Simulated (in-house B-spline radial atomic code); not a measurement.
A fraction x of an electron is removed from 3p in neutral sulfur, starting from [Ne] 3s2 3p4 and keeping the highest spin. Computed with a radial B-spline atomic code at the basis-set limit: non-relativistic RPBE, spin-polarised, spherical fractional occupations, point nucleus.

```json
{"x": "0", "E(x) - E(0) (eV)": "0.0000", "3p down level (eV)": "-5.949"}
{"x": "0.12", "E(x) - E(0) (eV)": "0.7726", "3p down level (eV)": "-6.930"}
{"x": "0.18", "E(x) - E(0) (eV)": "1.2033", "3p down level (eV)": "-7.428"}
{"x": "0.31", "E(x) - E(0) (eV)": "2.2398", "3p down level (eV)": "-8.521"}
{"x": "0.41", "E(x) - E(0) (eV)": "3.1344", "3p down level (eV)": "-9.374"}
{"x": "0.5", "E(x) - E(0) (eV)": "4.0130", "3p down level (eV)": "-10.151"}
{"x": "0.74", "E(x) - E(0) (eV)": "6.7009", "3p down level (eV)": "-12.256"}
{"x": "0.79", "E(x) - E(0) (eV)": "7.3248", "3p down level (eV)": "-12.700"}
{"x": "0.96", "E(x) - E(0) (eV)": "9.6127", "3p down level (eV)": "-14.218"}
{"x": "1", "E(x) - E(0) (eV)": "10.1886", "3p down level (eV)": "-"}
```

The exact functional would give a straight line between the two integer points. Deviations E(x) - E(0) - x[E(1) - E(0)], in eV: -0.45 at x = 0.12, -0.631 at x = 0.18, -0.919 at x = 0.31, -1.043 at x = 0.41, -1.081 at x = 0.5, -0.839 at x = 0.74, -0.724 at x = 0.79, -0.168 at x = 0.96.

The curve lies below the straight line by up to 1.081 eV (at x = 0.5): convex, the delocalisation error that favours fractional charges.

**Question.** How well does Slater's transition state (minus the level at half occupation) give the ionisation energy?

**Answer.** It gives 10.151 eV against 10.189 eV from the two total energies; NIST lists 10.36 eV, ground level to ground level.
